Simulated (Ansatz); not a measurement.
Results of the Gaussian-basis code of Ansatz.

Basis-set series for AlGaH5N, SMILES `[NH2][AlH][GaH2]`. The species carries charge 0 and has multiplicity 1. The geometry is a stationary point of PBE0-D4/def2-TZVP. It is one conformer, not always the lowest.

```
functional       basis  functions  energy (Eh)  HOMO (eV)  LUMO (eV)
   PBE0-D4    def2-SVP         89  -2224.25110      -6.85      -2.02
   PBE0-D4  def2-QZVPP        366  -2224.70934      -6.91      -2.10
   ωB97M-V    def2-SVP         89  -2224.52590      -8.80      -0.27
   ωB97M-V  def2-QZVPP        366  -2224.98498      -8.90      -0.49
```

**Question.** Give the rows for def2-TZVPP. (Best estimate.)

**Answer.** The calculation gave: 
```
functional       basis  functions  energy (Eh)  HOMO (eV)  LUMO (eV)
   PBE0-D4  def2-TZVPP        191  -2224.65430      -6.90      -2.07
   ωB97M-V  def2-TZVPP        191  -2224.93123      -8.88      -0.36
```

Scalar relativity is left out up to krypton.
